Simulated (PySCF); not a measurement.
Arsenic: a sound run and one with changed settings

Sound run: As²⁺ [Ar] 3d10 4s2 4p1, As³⁺ [Ar] 3d10 4s2. All numbers are calculated (PySCF 2.14, scalar relativity by spin-free X2C-1e, in cc-pVTZ-DK (6s5p3d1f, 43 functions)). In the sound run the correlated levels freeze [Ar] 3d10. The sound run starts from symmetry-adapted Hartree-Fock orbitals and uses a fine grid where one is needed.

A second run was set up differently.

```json
{"species": "As²⁺", "method": "UHF", "sound run (hartree)": "-2258.00776", "changed run (hartree)": "-2258.00776", "converged": "yes"}
{"species": "As²⁺", "method": "r2SCAN", "sound run (hartree)": "-2259.63314", "changed run (hartree)": "-2259.63314", "converged": "yes"}
{"species": "As²⁺", "method": "PBE0", "sound run (hartree)": "-2259.39353", "changed run (hartree)": "-2259.39353", "converged": "yes"}
{"species": "As²⁺", "method": "MP2", "sound run (hartree)": "-2258.04766", "changed run (hartree)": "-2258.03485", "converged": "yes"}
{"species": "As²⁺", "method": "CCSD(T)", "sound run (hartree)": "-2258.06249", "changed run (hartree)": "-2258.06249", "converged": "yes"}
{"species": "As³⁺", "method": "UHF", "sound run (hartree)": "-2256.99762", "changed run (hartree)": "-2256.99762", "converged": "yes"}
{"species": "As³⁺", "method": "r2SCAN", "sound run (hartree)": "-2258.59274", "changed run (hartree)": "-2258.59274", "converged": "yes"}
{"species": "As³⁺", "method": "PBE0", "sound run (hartree)": "-2258.36032", "changed run (hartree)": "-2258.36032", "converged": "yes"}
{"species": "As³⁺", "method": "MP2", "sound run (hartree)": "-2257.02809", "changed run (hartree)": "-2257.01781", "converged": "yes"}
{"species": "As³⁺", "method": "CCSD(T)", "sound run (hartree)": "-2257.03928", "changed run (hartree)": "-2257.03928", "converged": "yes"}
```

Ionisation energy of As²⁺:

```tsv
method	sound run (eV)	changed run (eV)
UHF	27.487	27.487
r2SCAN	28.311	28.311
PBE0	28.115	28.115
MP2	27.744	27.675
SCS-MP2	27.733	27.670
CCSD	27.824	27.824
CCSD(T)	27.843	27.843
```

**Question.** What was changed?
A. level shift left on
B. all electrons correlated in a valence basis
C. a valence shell is frozen
D. too few SCF iterations

**Answer.** A. It used initial guess sap, at most 50 SCF cycles, level shift 0.5 hartree. A level shift leaves the converged SCF energy unchanged but raises the virtual orbital energies, which shrinks MP2 if it is not removed.
